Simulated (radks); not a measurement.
Results of a calculation; reference values are marked as such.
All-electron atom: Sr XXIX in [Ne]. Level of theory: Dirac Kohn-Sham, exchange-only PBE, spin-unpolarised, spherical densities, finite nucleus; Fermi nuclear charge, rms radius 4.224 fm (a radial shooting solver on a logarithmic mesh with Libxc functionals).

Normalised radial functions P(r) = r R(r) (large component), r in bohr:

```
   r/bohr * 1s1/2 (the largest magnitude, 4.49, reaches the edge; | marks zero)
 0.001759 |         *
 0.002131 |           *
 0.002582 |             *
 0.003154 |                *
 0.003821 |                   *
  0.00463 |                       *
  0.00561 |                          *
 0.006798 |                              *
 0.008237 |                                   *
 0.009981 |                                       *
  0.01209 |                                            *
  0.01477 |                                                *
   0.0179 |                                                   *
  0.02169 |                                                     *
  0.02628 |                                                      *
  0.03184 |                                                     *
  0.03858 |                                                 *
  0.04674 |                                           *
  0.05664 |                                    *
  0.06917 |                           *
  0.08382 |                   *
   0.1016 |           *
   0.1231 |      *
   0.1491 |  *
   0.1807 |*
   0.2189 *
   0.2652 *
    0.324 *
   0.3925 *
   0.4756 *
   0.5763 *
```

1s1/2: eigenvalue -17377.1 eV, 0 radial nodes, <r> = 0.0391 bohr, 90 % of the charge inside 0.0700 bohr.
